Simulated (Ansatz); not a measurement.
CH₆AlNO₂Si (`O=CO[SiH2][NH][AlH2]`) at its PBE0-D4/def2-TZVP geometry, where that method's forces vanish. Charge 0, multiplicity 1.

```csv
atom,x (Å),y (Å),z (Å)
O1,0.3067,1.7686,-1.7781
C2,0.1012,0.7193,-2.3254
O3,0.2801,-0.4675,-1.7654
Si4,0.8984,-0.5070,-0.1760
N5,-0.1092,0.2785,0.9511
Al6,-1.1450,-0.4169,2.2303
H7,-0.2633,0.6306,-3.3591
H8,0.9220,-1.9526,0.1288
H9,2.2604,0.0663,-0.2546
H10,-0.1207,1.2859,0.8380
H11,-1.1488,-1.9889,2.3871
H12,-1.9819,0.5837,3.1234
```

Problem. For each bond, give half the difference of the two atoms' forces along it (eV/Å; positive pushes the atoms apart) under PBE-D4, r2SCAN-D4, B3LYP-D4, ωB97M-V in def2-TZVPP. (Best estimate.)

Solution. Computed: 
| bond | length (Å) | PBE-D4 | r2SCAN-D4 | B3LYP-D4 | ωB97M-V |
| --- | --- | --- | --- | --- | --- |
| O1–C2 | 1.201 | 0.91 | 0.34 | 0.25 | 0.12 |
| C2–O3 | 1.324 | 0.31 | 0.26 | 0.21 | 0.21 |
| C2–H7 | 1.100 | -0.17 | -0.17 | -0.25 | -0.23 |
| O3–Si4 | 1.706 | 0.19 | -0.02 | 0.06 | 0.02 |
| Si4–N5 | 1.704 | 0.12 | 0.04 | 0.11 | 0.09 |
| Si4–H8 | 1.478 | 0.01 | -0.04 | -0.16 | -0.15 |
| Si4–H9 | 1.480 | -0.02 | -0.04 | -0.12 | -0.16 |
| N5–Al6 | 1.787 | 0.04 | 0.03 | 0.08 | 0.11 |
| N5–H10 | 1.014 | 0.19 | 0.02 | -0.03 | -0.03 |
| Al6–H11 | 1.580 | 0.00 | -0.03 | -0.08 | -0.12 |
| Al6–H12 | 1.581 | 0.01 | -0.04 | -0.10 | -0.13 |

B3LYP here is the variant with VWN-RPA as its local correlation; programs differ in this.
